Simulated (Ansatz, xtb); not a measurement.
**Relative energy of two isomers of C4H5BO2**

Structure I is `OB1C=CC=C1O`, a singlet and structure II is `OC1=CBC=C1O`, a singlet. Both are isolated molecules in the gas phase, relaxed with PBE0-D3(BJ)/def2-SVP; the shapes shown needn't be the lowest conformers.

I (Å):

| atom | x (Å) | y (Å) | z (Å) |
| --- | --- | --- | --- |
| C | -1.5993 | -0.4655 | -0.3826 |
| C | -0.7315 | -1.4764 | -0.1438 |
| C | 0.6321 | -1.0490 | 0.2700 |
| C | 0.6937 | 0.3000 | 0.3141 |
| B | -0.7669 | 0.8317 | -0.1102 |
| O | -1.0867 | 2.1353 | -0.1803 |
| O | 1.7196 | 1.0955 | 0.6344 |
| H | -1.9998 | 2.2823 | -0.4490 |
| H | -2.6331 | -0.6246 | -0.6931 |
| H | -0.9733 | -2.5414 | -0.2360 |
| H | 1.4361 | -1.7555 | 0.4956 |
| H | 2.4901 | 0.5557 | 0.8533 |

II (Å):

| atom | x (Å) | y (Å) | z (Å) |
| --- | --- | --- | --- |
| C | -0.4931 | 0.6679 | 0.0925 |
| C | -1.5190 | -0.0582 | 0.5666 |
| C | 0.4135 | -1.5068 | -0.1960 |
| C | 0.6696 | -0.1922 | -0.3669 |
| B | -1.0159 | -1.5468 | 0.4196 |
| O | -0.2840 | 1.9831 | -0.0582 |
| O | 1.7456 | 0.4106 | -0.8568 |
| H | -1.0509 | 2.4825 | 0.2479 |
| H | -2.4533 | 0.3557 | 0.9486 |
| H | -1.6399 | -2.5330 | 0.7334 |
| H | 1.1142 | -2.2974 | -0.4602 |
| H | 1.5925 | 1.3673 | -0.8354 |

Q: Which of the two would you expect CCSD(T)/def2-SVP + ΔMP2/def2-TZVPP electronic energies to favour?

A: Structure I; the calculation gives E(II) − E(I) = +34.6 kcal/mol.

How the difference moves with the method:

| level | geometry | E(II) − E(I) (kcal/mol) | departure from the last row (kcal/mol) | job, with rough time for the two |
| --- | --- | --- | --- | --- |
| GFN2-xTB | GFN2-xTB | +20.1 | −14.4 | optimisation, 0.17 s |
| HF/STO-3G | GFN2-xTB | +35.0 | +0.4 | single point, 0.32 s |
| r2SCAN-D4/def2-SVP | GFN2-xTB | +32.2 | −2.4 | single point, 2.5 s |
| PBE0-D3(BJ)/def2-SVP | PBE0-D3(BJ)/def2-SVP | +32.4 | −2.1 | optimisation, 24 s |
| HF/def2-SVP | PBE0-D3(BJ)/def2-SVP | +35.1 | +0.6 | part of the CCSD(T) run |
| MP2/def2-SVP | PBE0-D3(BJ)/def2-SVP | +35.4 | +0.9 | part of the CCSD(T) run |
| CCSD(T)/def2-SVP | PBE0-D3(BJ)/def2-SVP | +35.8 | +1.2 | single point |
| CCSD(T)/def2-SVP + ΔMP2/def2-TZVPP | PBE0-D3(BJ)/def2-SVP | +34.6 |  | single point, 32 s |

As drawn, II has 1 C–O, 1 B–H in place of 1 B–O, 1 C–H.

The levels shown agree on the order. The largest departure from CCSD(T)/def2-SVP + ΔMP2/def2-TZVPP is that of GFN2-xTB, 14.4 kcal/mol. The last row adds to CCSD(T) the change of the MP2 difference between the two basis sets, here −1.2 kcal/mol.

With thermal terms from frequencies at re-optimised GFN2-xTB minima (ideal gas, soft modes damped towards free rotors, one conformer each, 298.15 K, 1 atm): on the last row, ΔE + ΔZPE = +33.4, ΔH = +33.4, ΔG = +33.5 kcal/mol.

The correlated steps freeze 7 core orbitals. Programs: Ansatz 0.2.0, xtb 6.7.1; the last row on 2 threads of Intel(R) Xeon(R) 6975P-C (Granite Rapids) on a shared host.
